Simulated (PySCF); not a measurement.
C2H2N, SMILES [CH2-]C#N, charge -1. Geometry optimised at PBE-D3(BJ)/def2-TZVPD.

The numbers are results of PBE-D3(BJ)/def2-TZVPD (PySCF), not measurements.

Harmonic wavenumbers (cm⁻¹): 396, 421, 541, 1012, 1049, 1370, 2088, 3020, 3080. Rotational constants (GHz): 269.2, 10.09, 9.792; symmetry number 1.

Problem. Work out the zero-point energy and the ideal-gas rigid-rotor harmonic-oscillator thermochemistry at 298.15 K and 1 atm.

Solution. ZPE = ½ Σ hcν = ½ × 12978 cm⁻¹ = 77.63 kJ/mol. H − E(el) = 89.83 kJ/mol. Entropy in J/(mol K): translation 154.77, rotation 83.80, vibration 10.94, total 249.51. G − E(el) = 15.44 kJ/mol. Cp = 53.67 J/(mol K).
